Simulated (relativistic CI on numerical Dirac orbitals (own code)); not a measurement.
## Nb³⁺: 4p photoemission

Computed with this model: Dirac-Coulomb-Breit CI, orbitals from a KLI potential per configuration, model QED, multiplet model of photoemission in the sudden approximation, unscaled Slater integrals; configurations [Kr] 4d2 → [Ar] 3d10 4s2 4p5 4d2; 300 K; Lorentzian 1.2 eV and Gaussian 0.6 eV FWHM. Energies are those of the free ion, without screening or charge transfer. The energies are binding energies and can lie tens of eV above those of solids. S is read from ⟨S²⟩ = S(S + 1).

Field parameters in Wybourne normalisation: D3d B²₀ = −7Dσ, B⁴₀ = −14Dq − 21Dτ, B⁴₃ = −14√(10/7) Dq. The field is a parameter set, without covalency.

free ion: ground-state S = 1.00, centroid 72.07 eV. Peaks (eV, height): 68.0 (46), 70.0 (100), 80.4 (16), 85.6 (16).

D3d, 10Dq = 20600, Dσ = -1200, Dτ = 350 cm⁻¹: ground-state S = 1.00, centroid 72.11 eV. Peaks (eV, height): 68.4 (61), 70.0 (100), 82.8 (11), 86.4 (10).

D3d, 10Dq = 20600, Dσ = 1200, Dτ = 350 cm⁻¹: ground-state S = 1.00, centroid 72.11 eV. Peaks (eV, height): 68.4 (70), 70.2 (100), 83.0 (11), 86.6 (11).

Strongest unbroadened transitions for free ion:

```tsv
Energy (eV)	Relative strength
67.84	34.9
67.94	40.6
68.11	14.2
69.67	3.9
69.83	100.0
70.00	94.3
70.55	31.9
70.73	5.8
71.06	21.2
71.30	28.6
71.40	34.3
71.60	59.5
72.82	9.3
73.01	34.1
73.61	8.7
74.10	6.1
80.44	37.3
85.69	38.1
```
